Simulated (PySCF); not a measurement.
CH3Cl2NbO, SMILES [Cl][Nb]([Cl])([CH3])=[O], multiplicity 1.

Geometry optimised at PBE0-D3(BJ)/def2-SVP. The spin state was assumed, not searched. The structure was generated by enumeration; whether it is a known compound was not checked. The def2 effective core potentials stand for the cores of Nb; spin–orbit coupling is left out.

Computed with PBE/def2-TZVP in PySCF.

Symmetry labels are those of the subgroup Cs that the program uses (full group Cs).

Question: List the valence orbital energies around the gap with their symmetry. (The exact figures need the calculation; the answer reports its results.)

Answer: 
```csv
orbital,symmetry,energy (eV)
HOMO−7,A',-9.67
HOMO−6,A",-9.17
HOMO−5,A',-9.09
HOMO−4,A',-8.85
HOMO−3,A",-8.43
HOMO−2,A',-8.24
HOMO−1,A",-8.08
HOMO,A',-7.64
LUMO,A",-3.79
LUMO+1,A',-3.26
LUMO+2,A",-1.85
LUMO+3,A',-1.65
```
